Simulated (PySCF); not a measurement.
Species: ethylene sulfate, C₂H₄O₄S.
Bonds: O1–S2 (double), S2–O3 (double), S2–O4, O4–C5, C5–C6, C6–O7, S2–O7. Hydrogens: H8, H9 on C5; H10, H11 on C6.

The same species was optimised twice, with GFN2-xTB and with PBE0-D3(BJ)/def2-SVP (PySCF), and the same property calculations (PySCF, gas phase) were run on both structures.

| coordinate | GFN2-xTB | PBE0-D3(BJ)/def2-SVP | change |
| --- | --- | --- | --- |
| C5–C6 (Å) | 1.554 | 1.521 | -0.033 |
| S2–O4 (Å) | 1.607 | 1.634 | +0.027 |
| S2–O7 (Å) | 1.607 | 1.634 | +0.027 |
| S2=O3 (Å) | 1.409 | 1.435 | +0.026 |
| O1=S2 (Å) | 1.419 | 1.437 | +0.018 |
| C6–O7 (Å) | 1.405 | 1.420 | +0.015 |
| O4–C5 (Å) | 1.407 | 1.421 | +0.014 |
| S2–O7–C6 (°) | 104.9 | 110.1 | +5.2 |
| S2–O4–C5 (°) | 107.8 | 111.3 | +3.5 |
| O3–S2–O7 (°) | 111.1 | 107.8 | -3.3 |
| C5–C6–O7 (°) | 106.0 | 103.9 | -2.1 |
| O4–C5–C6 (°) | 106.5 | 104.4 | -2.1 |
| O1–S2–O3 (°) | 119.9 | 121.9 | +2.0 |
| O1–S2–O7 (°) | 108.8 | 110.5 | +1.7 |
| O1–S2–O4 (°) | 109.2 | 107.7 | -1.5 |

Rotational constants: A = 4363, B = 2380, C = 2238 MHz (GFN2-xTB) against A = 4239, B = 2244, C = 2138 MHz (PBE0-D3(BJ)/def2-SVP). Some torsions differ by more than 30° (O1–S2–O4–C5 -74° against -121°; S2–O4–C5–C6 -19° against 29°), so the changes below aren't those of bond lengths and angles alone.

On the GFN2-xTB structure: lowest singlet, TDDFT (eV) 7.71 [PBE0/def2-SVPD]; lowest triplet, Tamm–Dancoff (eV) 7.35 [PBE0/def2-SVPD]; isotropic polarisability (au) 52.7 [PBE0/def2-SVPD]; HOMO (eV) -9.10 [PBE0/def2-SVPD]; LUMO (eV) 0.03 [PBE0/def2-SVPD]; dipole (D) 5.27 [PBE0/def2-SVPD]; HOMO (eV) -9.01 [PBE0/pcSseg-1]; LUMO (eV) 0.74 [PBE0/pcSseg-1]; dipole (D) 5.36 [PBE0/pcSseg-1]; GIAO shielding of O1/O3 (mean) (ppm) 121.0 [PBE0/pcSseg-1]; GIAO shielding of S2 (ppm) 170.5 [PBE0/pcSseg-1]; GIAO shielding of O4/O7 (mean) (ppm) 167.6 [PBE0/pcSseg-1]; GIAO shielding of C5/C6 (mean) (ppm) 124.1 [PBE0/pcSseg-1].

What do these properties become on the PBE0-D3(BJ)/def2-SVP structure?

```json
{"property": "lowest singlet, TDDFT (eV)", "level": "PBE0/def2-SVPD", "on GFN2-xTB": "7.71", "on PBE0-D3(BJ)/def2-SVP": "7.46", "change": "-0.25"}
{"property": "lowest triplet, Tamm–Dancoff (eV)", "level": "PBE0/def2-SVPD", "on GFN2-xTB": "7.35", "on PBE0-D3(BJ)/def2-SVP": "6.98", "change": "-0.37"}
{"property": "isotropic polarisability (au)", "level": "PBE0/def2-SVPD", "on GFN2-xTB": "52.7", "on PBE0-D3(BJ)/def2-SVP": "54.7", "change": "+2.0"}
{"property": "HOMO (eV)", "level": "PBE0/def2-SVPD", "on GFN2-xTB": "-9.10", "on PBE0-D3(BJ)/def2-SVP": "-9.08", "change": "+0.02"}
{"property": "LUMO (eV)", "level": "PBE0/def2-SVPD", "on GFN2-xTB": "0.03", "on PBE0-D3(BJ)/def2-SVP": "-0.07", "change": "-0.10"}
{"property": "dipole (D)", "level": "PBE0/def2-SVPD", "on GFN2-xTB": "5.27", "on PBE0-D3(BJ)/def2-SVP": "5.55", "change": "+0.28"}
{"property": "energy, GFN2-xTB geometry as zero (kcal/mol)", "level": "PBE0/def2-SVPD", "on GFN2-xTB": "0.0", "on PBE0-D3(BJ)/def2-SVP": "-3.5", "change": "-3.5"}
{"property": "HOMO (eV)", "level": "PBE0/pcSseg-1", "on GFN2-xTB": "-9.01", "on PBE0-D3(BJ)/def2-SVP": "-8.96", "change": "+0.05"}
{"property": "LUMO (eV)", "level": "PBE0/pcSseg-1", "on GFN2-xTB": "0.74", "on PBE0-D3(BJ)/def2-SVP": "0.43", "change": "-0.31"}
{"property": "dipole (D)", "level": "PBE0/pcSseg-1", "on GFN2-xTB": "5.36", "on PBE0-D3(BJ)/def2-SVP": "5.65", "change": "+0.29"}
{"property": "energy, GFN2-xTB geometry as zero (kcal/mol)", "level": "PBE0/pcSseg-1", "on GFN2-xTB": "0.0", "on PBE0-D3(BJ)/def2-SVP": "-3.8", "change": "-3.8"}
{"property": "GIAO shielding of O1/O3 (mean) (ppm)", "level": "PBE0/pcSseg-1", "on GFN2-xTB": "121.0", "on PBE0-D3(BJ)/def2-SVP": "81.1", "change": "-39.9"}
{"property": "GIAO shielding of S2 (ppm)", "level": "PBE0/pcSseg-1", "on GFN2-xTB": "170.5", "on PBE0-D3(BJ)/def2-SVP": "145.2", "change": "-25.3"}
{"property": "GIAO shielding of O4/O7 (mean) (ppm)", "level": "PBE0/pcSseg-1", "on GFN2-xTB": "167.6", "on PBE0-D3(BJ)/def2-SVP": "148.9", "change": "-18.7"}
{"property": "GIAO shielding of C5/C6 (mean) (ppm)", "level": "PBE0/pcSseg-1", "on GFN2-xTB": "124.1", "on PBE0-D3(BJ)/def2-SVP": "116.5", "change": "-7.6"}
```

The heavy atoms differ by 0.286 Å rms after alignment. Among bonds between heavy atoms C5–C6 changes most (-0.033 Å). Changes are differences of the printed values. Neither structure is proved a minimum here.
